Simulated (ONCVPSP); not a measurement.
**Configuration tests for Ni (ONCV)**

- Element: Ni
- Generator: ONCVPSP 4.0.1
- Type: optimised norm-conserving Vanderbilt (ONCV)
- Functional: PBEsol
- Relativity: scalar-relativistic
- Frozen core: [Ne] 3s2
- Valence charge: 16
- Reference configuration: 3p6 3d8 4s2
- Partial waves: 4s: rc 1.85 bohr, ncon 4, nbas 8, qcut 3.1 1/bohr, 2 projectors, debl 2.5 Ha; 3p: rc 0.75 bohr, ncon 4, nbas 8, qcut 12.4 1/bohr, 3 projectors, debl 1.4 Ha; 3d: rc 0.85 bohr, ncon 4, nbas 8, qcut 15.7 1/bohr, 2 projectors, debl 3.1 Ha
- Local potential: polynomial inside 0.75 bohr (lpopt 5, dvloc0 6 Ha)
- Core correction: Teter function fitted to the true core (icmod 2), fcfact 0.4

In the p channel the program set the typed energies aside and used -2.619, 0.250, 1.650 Ha.

Energies are relative to the spin-unpolarised reference configuration 3p6 3d8 4s2; without spin polarisation the order of configurations can differ from experiment.

```tsv
valence configuration	charge	ΔE all-electron (eV)	error AE − PS (meV)
3p6 3d8 4s1	+1	9.337	-7.9
3p6 3d7 4s0	+3	64.036	+81
```

Task: What are ΔE and the potential's error for 3p6 3d8 4s0 4p2?

Result: ΔE = 9.543 eV all-electron; the error (AE − PS) is -28 meV.

Task: What are ΔE and the potential's error for 3p6 3d8 4s0?

Result: ΔE = 26.599 eV all-electron; the error (AE − PS) is -43 meV.

Note: ghosts flagged at negative energy: s at -80.0 eV, p at -3023.8 eV; GHOST(+) flags only above 600 eV. A true bound ghost makes a file unfit for plane-wave use.
